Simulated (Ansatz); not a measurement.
`[SiH3][S][SbH][SiH3]` + CH₃OH → `C[O][SbH][SiH3]` + `[SiH3]S` at 500 K and 1 bar (ligand exchange at the Sb–S bond).

Computed with Ansatz on PBE0-D4/def2-TZVP structures; ΔE is electronic, products minus reactants. CCSD(T)/CBS adds triple-zeta CCSD(T) − MP2 to the extrapolated MP2 energy (def2 sets, frozen cores). This one scheme is used for every species. Elements past krypton have def2 core potentials. For Sb outer-core shells are correlated without core-valence functions, which leaves a few kJ/mol of doubt a bond. Each species was taken in one conformer, which may not be the lowest.

```
               species  CCSD(T)/CBS energy (Eh)  H − E (kJ/mol)  S (J/(mol·K))
`[SiH3][S][SbH][SiH3]`              -1220.19310           211.6          495.1
                 CH₃OH               -115.61712           157.0          265.4
     `C[O][SbH][SiH3]`               -646.51193           241.6          451.9
             `[SiH3]S`               -689.27336           117.6          310.5
```

H − E and S are ideal-gas, rigid-rotor, harmonic terms from PBE0-D4/def2-TZVP, for one conformer and one mirror image of each species. 1 Eh = 2625.50 kJ/mol, R = 8.31446 J/(mol·K).

**Question.** By hand: ΔE, ΔH, ΔS and ΔG.

**Answer.** ΔE = (-646.51193) + (-689.27336) − (-1220.19310) − (-115.61712) = 0.02493 Eh = 65.5 kJ/mol. Δ(H − E) = 241.6 + 117.6 − 211.6 − 157.0 = -9.4, so ΔH = 56.1 kJ/mol. ΔS = 451.9 + 310.5 − 495.1 − 265.4 = 1.9 J/(mol·K). ΔG = 56.1 − 500 × (1.9)/1000 = 55.1 kJ/mol.

**Question.** By hand: the equilibrium constant, and the temperature at which ΔG would vanish if ΔH and ΔS stayed fixed.

**Answer.** log₁₀ K = −ΔG/(RT ln 10) = -5.8. ΔG = 0 at ΔH/ΔS = 29526 K, far beyond where these terms or the molecules hold.

The number of gas molecules stays the same, so ΔS is small and ΔH decides. A doubt of 5 kJ/mol in ΔE shifts log₁₀ K by 0.5 here. Other conformers and mirror images would add mixing entropy, several J/(mol·K) or more a flexible species. Modes under 60 cm⁻¹, often nearly free rotors, make the harmonic entropy too high. These are equilibria of isolated gas molecules and say nothing of rates. Largest T1 diagnostic: 0.014 (customary marks: 0.02 for closed shells, 0.045 for open ones).
